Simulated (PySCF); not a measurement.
ReO₂F₂, SMILES [O]=[Re](=[O])([F])[F] (connectivity only; charge and spin as stated), neutral, multiplicity 2.

Coordinates come from a B3LYP-D3(BJ)/def2-SVP optimisation. The multiplicity is an assumed one; other spin states were not compared. The def2 effective core potentials stand for the cores of Re; spin–orbit coupling is left out.

Level of theory: PySCF with PBE/def2-TZVP.

Isolated molecule, no solvent.

Computed frontier levels, dipole moment and polarisability:
```yaml
"α spin, highest occupied and lowest empty level": -6.14 and -4.59 eV
"β spin, highest occupied and lowest empty level": -9.00 and -4.96 eV
dipole_moment: 0.060 e·Å
quadrupole, principal values (traceless, Buckingham form, about the centre of nuclear charge): -2.17, -0.03, 2.20 D·Å
mean_static_polarisability: 42.0 bohr³ (6.23 Å³)
polarisability_principal_values: 36.7, 44.0, 45.4 bohr³
"⟨S²⟩": 0.754 (pure state 0.75)
```
